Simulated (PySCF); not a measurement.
H2P (SMILES [PH2-]), charge -1, singlet, geometry from GFN2-xTB (in this run its highest filled SCF level lies above zero, so its values depend strongly on the basis, on diffuse functions most of all). Base run: PySCF with SVWN5/3-21G.

Here is a job for PySCF.
```python
from pyscf import gto, scf, dft

mol = gto.M(
    atom='''
P    -0.001499    0.074311    0.082110
H     0.970783   -0.554794   -0.600600
H    -0.948298   -0.559867   -0.631046
''',
    basis='3-21g',
    charge=-1,
    spin=0,
    verbose=4,
    symmetry=True,
)

mf = dft.RKS(mol)
mf.xc = 'lda,vwn'
mf.kernel()
mf.analyze()
```

The base run was repeated with changes; each row names its change, and settings that it needs were set with it.

```json
[
 {"change": "base", "ΔE vs base (eV)": "0.00", "point group used": "Cs", "SCF cycles": "7"},
 {"change": "irrep_nelec = A':12 A\":6", "ΔE vs base (eV)": "38.61", "point group used": "Cs", "SCF cycles": "7"},
 {"change": "irrep_nelec = A':16 A\":2", "ΔE vs base (eV)": "12.35", "point group used": "Cs", "SCF cycles": "8"},
 {"change": "symmetry = off", "ΔE vs base (eV)": "0.00", "point group used": "C1", "SCF cycles": "7"}
]
```
